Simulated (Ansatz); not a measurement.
Computed with Ansatz (a program for electronic structure) with B3LYP-D3(BJ)/def2-SVP. No frequencies were computed at this level.

Ansatz 0.2 input:
```yaml
crystal:
  periodic: [false, false, false]
  atoms:
    - { symbol: C, position_ang: [2.592618, -0.500751, 0.241853] }
    - { symbol: C, position_ang: [1.151253, -0.81843, -0.147279] }
    - { symbol: Si, position_ang: [0.008407, 0.705374, -0.065208] }
    - { symbol: O, position_ang: [-0.030769, 1.231586, 1.473613] }
    - { symbol: O, position_ang: [0.617622, 1.977787, -0.910181] }
    - { symbol: C, position_ang: [-1.748358, 0.28518, -0.677172] }
    - { symbol: C, position_ang: [-2.443203, -0.778763, 0.166777] }
    - { symbol: H, position_ang: [2.63013, -0.126107, 1.261182] }
    - { symbol: H, position_ang: [3.21877, -1.389282, 0.177629] }
    - { symbol: H, position_ang: [3.008813, 0.261358, -0.413132] }
    - { symbol: H, position_ang: [1.139866, -1.24654, -1.15158] }
    - { symbol: H, position_ang: [0.774558, -1.593843, 0.51896] }
    - { symbol: H, position_ang: [0.099504, 2.160959, 1.645326] }
    - { symbol: H, position_ang: [0.761812, 1.901995, -1.848135] }
    - { symbol: H, position_ang: [-2.354924, 1.192709, -0.664753] }
    - { symbol: H, position_ang: [-1.725069, -0.051798, -1.715161] }
    - { symbol: H, position_ang: [-3.462905, -0.94579, -0.176851] }
    - { symbol: H, position_ang: [-1.904899, -1.721475, 0.110228] }
    - { symbol: H, position_ang: [-2.475593, -0.469723, 1.208035] }
basis:
  gaussian: { orbitals: def2-svp }
hamiltonian:
  xc: b3lyp
  dispersion: d3bj
relax:
  max_steps: 150
```

Output:

```
[...]
1769 factors; integrals over basis functions are off by at most 3.6e-4 eV
mean field -16310.47060520 eV, -599.3987391071 hartree, gradient 6.7e-5 eV, S^2 0.000000; 0 other end points of the search recorded, 0 dependent functions left out
reference -16310.47087934 eV, -599.3987491816 hartree; 33, 33 occupied and 129, 129 virtual orbitals, 1769 factors
relax step   2: F+E_penalty+E_count = -16311.22667665 eV  Δ(F+E_penalty+E_count) = -1.022e-1 eV  max|allowed force component| = 8.880e-1 eV/Å  Δτ_max = 0.0630 Å  (26 SCF iters, accepted)
these checks for a lower state are left out or cut short: starts, cluster_reference, orbital_swaps, neighbouring_geometries, increment
1769 factors; integrals over basis functions are off by at most 3.7e-4 eV
mean field -16310.49222569 eV, -599.3995336452 hartree, gradient 7.3e-5 eV, S^2 0.000000; 0 other end points of the search recorded, 0 dependent functions left out
reference -16310.49250068 eV, -599.3995437513 hartree; 33, 33 occupied and 129, 129 virtual orbitals, 1769 factors
relax step   3: F+E_penalty+E_count = -16311.24786180 eV  Δ(F+E_penalty+E_count) = -2.119e-2 eV  max|allowed force component| = 1.618e-1 eV/Å  Δτ_max = 0.0255 Å  (25 SCF iters, accepted)
these checks for a lower state are left out or cut short: starts, cluster_reference, orbital_swaps, neighbouring_geometries, increment
1769 factors; integrals over basis functions are off by at most 3.7e-4 eV
mean field evaluation 32: about -16310.4938 eV, gradient 7.2e-5 eV
mean field -16310.49379061 eV, -599.3995911552 hartree, gradient 7.2e-5 eV, S^2 0.000000; 0 other end points of the search recorded, 0 dependent functions left out
reference -16310.49406563 eV, -599.3996012619 hartree; 33, 33 occupied and 129, 129 virtual orbitals, 1769 factors
relax step   4: F+E_penalty+E_count = -16311.24975986 eV  Δ(F+E_penalty+E_count) = -1.898e-3 eV  max|allowed force component| = 7.117e-2 eV/Å  Δτ_max = 0.0113 Å  (25 SCF iters, accepted)
these checks for a lower state are left out or cut short: starts, cluster_reference, orbital_swaps, neighbouring_geometries, increment
1769 factors; integrals over basis functions are off by at most 3.7e-4 eV
mean field -16310.49607956 eV, -599.3996752723 hartree, gradient 7.0e-5 eV, S^2 0.000000; 0 other end points of the search recorded, 0 dependent functions left out
reference -16310.49635479 eV, -599.3996853869 hartree; 33, 33 occupied and 129, 129 virtual orbitals, 1769 factors
relax step   5: F+E_penalty+E_count = -16311.25222755 eV  Δ(F+E_penalty+E_count) = -2.468e-3 eV  max|allowed force component| = 1.422e-1 eV/Å  Δτ_max = 0.0332 Å  (25 SCF iters, accepted)
these checks for a lower state are left out or cut short: starts, cluster_reference, orbital_swaps, neighbouring_geometries, increment
1769 factors; integrals over basis functions are off by at most 3.7e-4 eV
mean field -16310.49852017 eV, -599.3997649632 hartree, gradient 8.6e-6 eV, S^2 0.000000; 0 other end points of the search recorded, 0 dependent functions left out
reference -16310.49879553 eV, -599.3997750824 hartree; 33, 33 occupied and 129, 129 virtual orbitals, 1769 factors
relax step   6: F+E_penalty+E_count = -16311.25485273 eV  Δ(F+E_penalty+E_count) = -2.625e-3 eV  max|allowed force component| = 1.268e-1 eV/Å  Δτ_max = 0.1325 Å  (28 SCF iters, accepted)
these checks for a lower state are left out or cut short: starts, cluster_reference, orbital_swaps, neighbouring_geometries, increment
1769 factors; integrals over basis functions are off by at most 3.7e-4 eV
mean field -16310.49938356 eV, -599.3997966921 hartree, gradient 7.3e-5 eV, S^2 0.000000; 0 other end points of the search recorded, 0 dependent functions left out
reference -16310.49965934 eV, -599.3998068270 hartree; 33, 33 occupied and 129, 129 virtual orbitals, 1769 factors
relax step   7: F+E_penalty+E_count = -16311.25604444 eV  Δ(F+E_penalty+E_count) = -1.192e-3 eV  max|allowed force component| = 3.556e-1 eV/Å  Δτ_max = 0.0732 Å  (25 SCF iters, accepted)
these checks for a lower state are left out or cut short: starts, cluster_reference, orbital_swaps, neighbouring_geometries, increment
1769 factors; integrals over basis functions are off by at most 3.5e-4 eV
mean field -16310.50564160 eV, -599.4000266711 hartree, gradient 2.5e-5 eV, S^2 0.000000; 0 other end points of the search recorded, 0 dependent functions left out
reference -16310.50591714 eV, -599.4000367968 hartree; 33, 33 occupied and 129, 129 virtual orbitals, 1769 factors
relax step   8: F+E_penalty+E_count = -16311.26191481 eV  Δ(F+E_penalty+E_count) = -5.870e-3 eV  max|allowed force component| = 5.774e-2 eV/Å  Δτ_max = 0.1622 Å  (27 SCF iters, accepted)
these checks for a lower state are left out or cut short: starts, cluster_reference, orbital_swaps, neighbouring_geometries, increment
1769 factors; integrals over basis functions are off by at most 3.5e-4 eV
mean field -16310.50649825 eV, -599.4000581524 hartree, gradient 6.4e-5 eV, S^2 0.000000; 0 other end points of the search recorded, 0 dependent functions left out
reference -16310.50677387 eV, -599.4000682810 hartree; 33, 33 occupied and 129, 129 virtual orbitals, 1769 factors
relax step   9: F+E_penalty+E_count = -16311.26304834 eV  Δ(F+E_penalty+E_count) = -1.134e-3 eV  max|allowed force component| = 5.585e-2 eV/Å  Δτ_max = 0.0378 Å  (25 SCF iters, accepted)
these checks for a lower state are left out or cut short: starts, cluster_reference, orbital_swaps, neighbouring_geometries, increment
1769 factors; integrals over basis functions are off by at most 3.5e-4 eV
mean field evaluation 64: about -16310.5071 eV, gradient 8.2e-2 eV
mean field -16310.50707411 eV, -599.4000793149 hartree, gradient 6.4e-5 eV, S^2 0.000000; 0 other end points of the search recorded, 0 dependent functions left out
reference -16310.50735001 eV, -599.4000894539 hartree; 33, 33 occupied and 129, 129 virtual orbitals, 1769 factors
relax step  10: F+E_penalty+E_count = -16311.26325935 eV  Δ(F+E_penalty+E_count) = -2.110e-4 eV  max|allowed force component| = 8.422e-2 eV/Å  Δτ_max = 0.0270 Å  (25 SCF iters, accepted)
these checks for a lower state are left out or cut short: starts, cluster_reference, orbital_swaps, neighbouring_geometries, increment
1769 factors; integrals over basis functions are off by at most 3.6e-4 eV
mean field -16310.50697250 eV, -599.4000755807 hartree, gradient 6.6e-5 eV, S^2 0.000000; 0 other end points of the search recorded, 0 dependent functions left out
reference -16310.50724859 eV, -599.4000857269 hartree; 33, 33 occupied and 129, 129 virtual orbitals, 1769 factors
relax step  11: F+E_penalty+E_count = -16311.26349881 eV  Δ(F+E_penalty+E_count) = -2.395e-4 eV  max|allowed force component| = 4.598e-2 eV/Å  Δτ_max = 0.0483 Å  (24 SCF iters, accepted)
these checks for a lower state are left out or cut short: starts, cluster_reference, orbital_swaps, neighbouring_geometries, increment
1769 factors; integrals over basis functions are off by at most 3.6e-4 eV
mean field -16310.50721883 eV, -599.4000846331 hartree, gradient 6.4e-5 eV, S^2 0.000000; 0 other end points of the search recorded, 0 dependent functions left out
reference -16310.50749506 eV, -599.4000947843 hartree; 33, 33 occupied and 129, 129 virtual orbitals, 1769 factors
relax step  12: F+E_penalty+E_count = -16311.26362318 eV  Δ(F+E_penalty+E_count) = -1.244e-4 eV  max|allowed force component| = 2.493e-2 eV/Å  Δτ_max = 0.0133 Å  (25 SCF iters, accepted)
these checks for a lower state are left out or cut short: starts, cluster_reference, orbital_swaps, neighbouring_geometries, increment
1769 factors; integrals over basis functions are off by at most 3.6e-4 eV
mean field -16310.50741367 eV, -599.4000917933 hartree, gradient 6.4e-5 eV, S^2 0.000000; 0 other end points of the search recorded, 0 dependent functions left out
reference -16310.50769002 eV, -599.4001019492 hartree; 33, 33 occupied and 129, 129 virtual orbitals, 1769 factors
relax step  13: F+E_penalty+E_count = -16311.26368765 eV  Δ(F+E_penalty+E_count) = -6.447e-5 eV  max|allowed force component| = 3.124e-2 eV/Å  Δτ_max = 0.0138 Å  (25 SCF iters, accepted)
these checks for a lower state are left out or cut short: starts, cluster_reference, orbital_swaps, neighbouring_geometries, increment
1769 factors; integrals over basis functions are off by at most 3.6e-4 eV
mean field -16310.50743404 eV, -599.4000925419 hartree, gradient 6.4e-5 eV, S^2 0.000000; 0 other end points of the search recorded, 0 dependent functions left out
reference -16310.50771049 eV, -599.4001027012 hartree; 33, 33 occupied and 129, 129 virtual orbitals, 1769 factors
relax step  14: F+E_penalty+E_count = -16311.26372194 eV  Δ(F+E_penalty+E_count) = -3.429e-5 eV  max|allowed force component| = 2.814e-2 eV/Å  Δτ_max = 0.0136 Å  (25 SCF iters, accepted)
these checks for a lower state are left out or cut short: starts, cluster_reference, orbital_swaps, neighbouring_geometries, increment
1769 factors; integrals over basis functions are off by at most 3.6e-4 eV
mean field -16310.50750999 eV, -599.4000953330 hartree, gradient 6.4e-5 eV, S^2 0.000000; 0 other end points of the search recorded, 0 dependent functions left out
reference -16310.50778656 eV, -599.4001054968 hartree; 33, 33 occupied and 129, 129 virtual orbitals, 1769 factors
relax step  15: F+E_penalty+E_count = -16311.26375588 eV  Δ(F+E_penalty+E_count) = -3.395e-5 eV  max|allowed force component| = 2.544e-2 eV/Å  Δτ_max = 0.0191 Å  (25 SCF iters, accepted)
these checks for a lower state are left out or cut short: starts, cluster_reference, orbital_swaps, neighbouring_geometries, increment
1769 factors; integrals over basis functions are off by at most 3.6e-4 eV
mean field evaluation 96: about -16310.5075 eV, gradient 6.4e-5 eV
mean field -16310.50751470 eV, -599.4000955060 hartree, gradient 6.4e-5 eV, S^2 0.000000; 0 other end points of the search recorded, 0 dependent functions left out
reference -16310.50779135 eV, -599.4001056730 hartree; 33, 33 occupied and 129, 129 virtual orbitals, 1769 factors
relax step  16: F+E_penalty+E_count = -16311.26377489 eV  Δ(F+E_penalty+E_count) = -1.901e-5 eV  max|allowed force component| = 2.098e-2 eV/Å  Δτ_max = 0.0126 Å  (25 SCF iters, accepted)
these checks for a lower state are left out or cut short: starts, cluster_reference, orbital_swaps, neighbouring_geometries, increment
1769 factors; integrals over basis functions are off by at most 3.6e-4 eV
mean field -16310.50757458 eV, -599.4000977068 hartree, gradient 1.0e-5 eV, S^2 0.000000; 0 other end points of the search recorded, 0 dependent functions left out
reference -16310.50785130 eV, -599.4001078761 hartree; 33, 33 occupied and 129, 129 virtual orbitals, 1769 factors
relax step  17: F+E_penalty+E_count = -16311.26378608 eV  Δ(F+E_penalty+E_count) = -1.119e-5 eV  max|allowed force component| = 1.751e-2 eV/Å  Δτ_max = 0.0097 Å  (23 SCF iters, accepted)
these checks for a lower state are left out or cut short: starts, cluster_reference, orbital_swaps, neighbouring_geometries, increment
1769 factors; integrals over basis functions are off by at most 3.6e-4 eV
mean field -16310.50757816 eV, -599.4000978384 hartree, gradient 8.4e-6 eV, S^2 0.000000; 0 other end points of the search recorded, 0 dependent functions left out
reference -16310.50785490 eV, -599.4001080084 hartree; 33, 33 occupied and 129, 129 virtual orbitals, 1769 factors
relax step  18: F+E_penalty+E_count = -16311.26379137 eV  Δ(F+E_penalty+E_count) = -5.293e-6 eV  max|allowed force component| = 9.844e-3 eV/Å  Δτ_max = 0.0047 Å  (23 SCF iters, accepted)
1769 factors; integrals over basis functions are off by at most 3.6e-4 eV
mean field -16310.50757816 eV, -599.4000978384 hartree, gradient 8.4e-6 eV, S^2 0.000000; 1 other end points of the search recorded, 0 dependent functions left out
reference -16310.50785490 eV, -599.4001080084 hartree; 33, 33 occupied and 129, 129 virtual orbitals, 1769 factors
Total energy: -16311.26406811 eV, -599.4278983312 hartree
Atom 0 at     2.621381    -0.545085     0.269716 Å, force     0.000233     0.000206     0.000336 eV/Å
Atom 1 at     1.168447    -0.840714    -0.127846 Å, force    -0.000362     0.000275     0.000595 eV/Å
Atom 2 at     0.068534     0.670979    -0.092272 Å, force    -0.000087    -0.000437    -0.000901 eV/Å
Atom 3 at     0.077375     1.192384     1.495709 Å, force    -0.000265    -0.000864    -0.001280 eV/Å
Atom 4 at     0.710913     1.916615    -1.017178 Å, force    -0.005754     0.001456    -0.009844 eV/Å
Atom 5 at    -1.679449     0.301247    -0.688388 Å, force    -0.000308    -0.000082    -0.000193 eV/Å
Atom 6 at    -2.412362    -0.746749     0.162008 Å, force     0.000851    -0.000098     0.000905 eV/Å
Atom 7 at     2.670698    -0.138173     1.291771 Å, force     0.000309    -0.000046    -0.000085 eV/Å
Atom 8 at     3.251073    -1.448891     0.234330 Å, force     0.000009     0.000038     0.000105 eV/Å
Atom 9 at     3.068988     0.204751    -0.401986 Å, force     0.000073    -0.000137     0.000116 eV/Å
Atom 10 at     1.123007    -1.275605    -1.143224 Å, force    -0.000582     0.000666     0.000294 eV/Å
Atom 11 at     0.731221    -1.600489     0.544362 Å, force     0.000011    -0.000062     0.000029 eV/Å
Atom 12 at    -0.130819     2.123789     1.632818 Å, force     0.000350     0.000225     0.000260 eV/Å
Atom 13 at     0.271788     2.105999    -1.853421 Å, force     0.005518    -0.001431     0.009651 eV/Å
Atom 14 at    -2.249258     1.249075    -0.695192 Å, force     0.000114    -0.000026     0.000167 eV/Å
Atom 15 at    -1.633423    -0.027560    -1.743588 Å, force     0.000419     0.000411    -0.000143 eV/Å
Atom 16 at    -3.445224    -0.912083    -0.184830 Å, force     0.000065     0.000145    -0.000134 eV/Å
Atom 17 at    -1.897241    -1.720739     0.133906 Å, force    -0.000153     0.000195    -0.000097 eV/Å
Atom 18 at    -2.458018    -0.434306     1.217457 Å, force    -0.000441    -0.000433     0.000220 eV/Å
Dipole moment:    -0.312074     0.104272    -0.306607 e Å
```

Cost: around 4 core-minutes (rough).
